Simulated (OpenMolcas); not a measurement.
Au4+ (d7) among equal point charges was computed by CASSCF with the d shell active (OpenMolcas, ANO-RCC-VTZP on the metal). Its lowest spin-free states, and all those of the highest spin:

```
2S+1  Degeneracy  E (cm-1)
   4           1       0.0
   4           3      3069
   4           3      5412
   2           2     17688
   2           3     18161
   4           3     18297
   2           1     18975
   2           3     19723
   2           3     22951
   2           3     23280
   2           2     24689
   2           3     25258
```

Question: Is the site octahedral, tetrahedral or cube-like, axial, or of lower symmetry?

Answer: The states with 2S+1 = 4 have orbital degeneracies 1, 3, 3, 3. Threefold states need a cubic site. For d7 at this spin an octahedron puts the threefold T1 below the threefold T2 and a tetrahedron or cube puts the single A2 below the threefold T2, so the site is a tetrahedron or a cube, which this pattern cannot tell apart. The first gap at this spin, 3070 cm-1, is |10Dq| in ligand-field theory. The run had Au4+ among 4 point charges of -1.5 e arranged as a tetrahedron (Td), 1.85 Å from the ion.

Spin-orbit coupling mixes the spin-free states strongly: the lowest level takes only 42 % from its leading state, 4A2. Without dynamic correlation the repulsion within the d shell is too large (B by tens of per cent), so at a given field states of lower spin stand too high. This is an electrostatic model: the charges have no orbitals. No measured value stands beside these numbers.
